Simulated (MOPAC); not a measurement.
MOPAC input (PM6):

```
PM6 PRECISE GNORM=0.05 LET XYZ UHF MS=0.5 GEO-OK AUX(PRECISION=9) THREADS=1
HCl2Si

Cl   -0.04437200 1   -1.69641600 1    0.34948200 1
Si   -0.52029800 1    0.06652000 1   -0.60843400 1
Cl    0.47565000 1    1.64401700 1    0.26999700 1
H    -0.04755000 1   -0.04049800 1   -2.01305800 1
```

From the output:

```
                                                       MOPAC v23.2.5 Linux

          FINAL HEAT OF FORMATION =        -36.21133 KCAL/MOL =    -151.50819 KJ/MOL

          COSMO AREA              =        112.06 SQUARE ANGSTROMS
          COSMO VOLUME            =        100.24 CUBIC ANGSTROMS

          GRADIENT NORM           =          0.02853          =       0.01426 PER ATOM
          IONIZATION POTENTIAL    =          7.374830 EV
          ALPHA SOMO LUMO (EV)    =         -7.375 -1.059
          BETA  SOMO LUMO (EV)    =        -11.478 -1.455
          NO. OF ALPHA ELECTRONS  =         10
          NO. OF BETA  ELECTRONS  =          9
          MOLECULAR WEIGHT        =         99.9994         POINT GROUP:  C2v

          MOLECULAR DIMENSIONS (Angstroms)

            Atom       Atom       Distance
           Cl     3   Cl     1     3.76957
           Cl     1    H     4     2.17805
           Cl     3   Si     2     0.00067

          SCF CALCULATIONS        =         18

   ATOM   CHEMICAL          X               Y               Z
  NUMBER   SYMBOL      (ANGSTROMS)     (ANGSTROMS)     (ANGSTROMS)

     1      Cl         -0.21081440  *  -1.86876509  *   0.27030190  *
     2      Si         -0.12014696  *   0.00801677  *  -0.44898149  *
     3      Cl          0.36882626  *   1.85492272  *   0.18177442  *
     4       H         -0.53914991  *   0.03965280  *  -1.86192828  *

                             CARTESIAN COORDINATES

   1   Cl       -0.210814397    -1.868765091     0.270301899
   2   Si       -0.120146956     0.008016774    -0.448981495
   3   Cl        0.368826264     1.854922717     0.181774422
   4    H       -0.539149911     0.039652800    -1.861928277

           Empirical Formula: H Cl2 Si  =     4 atoms

      MOLECULAR POINT GROUP   :   C2v

          ALPHA EIGENVALUES
 -26.69596 -26.43050 -18.14045 -13.93584 -13.49323 -12.48058 -11.93638 -11.92561
 -11.74700  -7.37483  -1.05921  -0.71101   0.55830   0.69359   1.08609   1.56367
   2.12801   3.64721  88.17763  88.33644  88.41063  88.89959  88.92069  88.92273
  88.94431  89.08801  89.14043  89.18116

           BETA EIGENVALUES
 -26.14729 -25.86422 -17.87242 -13.63990 -13.05324 -12.38439 -11.86410 -11.70382
 -11.47761  -1.45519  -0.51210  -0.15048   0.76842   0.80199   1.12587   1.87473
   2.13844   4.16221  88.40345  88.49102  88.56011  88.93639  88.93926  88.95746
  88.98392  89.21403  89.25966  89.35188

              NET ATOMIC CHARGES AND DIPOLE CONTRIBUTIONS

  ATOM NO.   TYPE          CHARGE      No. of ELECS.   s-Pop       p-Pop       d-Pop
    1         Cl          -0.157973        7.1580     1.99281     5.16353     0.00163
    2         Si           0.318025        3.6820     1.45074     1.44870     0.78254
    3         Cl          -0.157995        7.1580     1.99281     5.16356     0.00163
    4          H          -0.002057        1.0021     1.00206
 DIPOLE           X         Y         Z       TOTAL
 POINT-CHG.    -0.298     0.022    -1.010     1.054
 HYBRID         0.007    -0.000     0.028     0.029
 SUM           -0.291     0.022    -0.982     1.024

          ATOMIC ORBITAL ELECTRON POPULATIONS

     Atom    s        px        py        pz      x^2-y^2     xz        z^2       yz        xy
    1 Cl   1.99281   1.82604   1.53426   1.80323   0.00067   0.00003   0.00021   0.00057   0.00014
    2 Si   1.45074   0.27925   0.49096   0.67848   0.26079   0.07197   0.19592   0.12797   0.12588
    3 Cl   1.99281   1.80291   1.54544   1.81521   0.00058   0.00008   0.00023   0.00047   0.00029
    4  H   1.00206

                    (SZ)    =    0.500000
                    (S**2)  =    0.755942

          ATOMIC ORBITAL SPIN POPULATIONS

    Atom   Total    s     px     py     pz   x^2-y^2  xz     z^2    yz     xy
         Atomic
    1 Cl  0.1228  0.001 -0.002  0.135 -0.011  0.000  0.000  0.000  0.000  0.000
    2 Si  0.6343  0.299  0.020 -0.007  0.117  0.137  0.040  0.020 -0.006  0.014
    3 Cl  0.1228  0.001 -0.004  0.136 -0.011  0.000  0.000  0.000  0.000  0.000
    4  H  0.1201  0.120

 **********************
 *                    *
 * JOB ENDED NORMALLY *
 *                    *
 **********************

 == MOPAC DONE ==
```

The geometry given is a B3LYP-D3(BJ)/def2-TZVP minimum.
